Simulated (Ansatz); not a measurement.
# Two structures, one formula

The two ends of one reaction step of GeH₅BrO, closed shell (PBE0-D4/def2-TZVP).

A:

```
8
angstrom
Ge -0.9247 -0.1859 -0.6878
O -0.0216 -0.1320 0.8716
H 0.0187 -0.9442 -1.6189
H -2.2443 -0.9339 -0.4454
H -1.1883 1.2534 -1.1555
H 1.6949 0.1442 0.8159
Br 3.1196 0.4105 0.6669
H -0.4543 0.3879 1.5533
```

B:

Ge1  (-0.309, 0.316, -1.230)
O2  (0.109, -0.997, 1.739)
H3  (-0.079, -1.192, -1.274)
H4  (-1.475, 0.731, -0.333)
H5  (-0.442, 0.917, -2.635)
H6  (0.900, -0.471, 1.584)
Br7  (1.615, 1.282, -0.344)
H8  (-0.319, -0.587, 2.494)
(Å)

Ansatz 0.2.0; basis: def2-TZVPP; cores frozen in the correlated methods. Filled d shells of the heavier atoms are correlated. The def2 sets are not built for correlating such inner shells, so the correlated values are less sure here. B3LYP uses VWN-RPA correlation.

Q: Which structure is lower at CCSD(T), and by how much? (An estimate is asked for; the value comes from the calculation.)

A: By the calculation: B, by 11.95 kcal/mol (electronic energy, against the other). By their contacts, A is a complex of GeH₄O ([OH][GeH3]) + HBr and B is a complex of GeH₃Br ([GeH3][Br]) + H₂O.

All methods give the same order:

```
      method  E(B) − E(A) (kcal/mol)
       SPW92                   -9.42
      PBE-D4                  -11.97
     BLYP-D4                  -10.79
   r2SCAN-D4                  -11.96
      B97M-V                  -11.84
     PBE0-D4                  -13.21
    B3LYP-D4                  -11.85
  r2SCAN0-D4                  -13.17
    BHLYP-D4                  -13.17
CAM-B3LYP-D4                  -10.78
     wB97X-V                  -12.32
     wB97M-V                  -13.18
      B2PLYP                  -11.42
    PBE-QIDH                  -12.99
  RPA on PBE                  -11.31
          HF                  -14.41
         MP2                  -11.94
        CCSD                  -12.41
     CCSD(T)                  -11.95
```

T1 diagnostic: at most 0.010.

Labels in which every atom is bracketed show which atoms are joined, not bond orders.

For scale, one of the runs: CCSD(T)/def2-TZVPP, 197 basis functions (an equivalent command: `ansatz run in.yaml --threads 4`). Hardware: 4 CPU threads, shared host. Wall time 100 s; peak host memory 2.5 GiB.
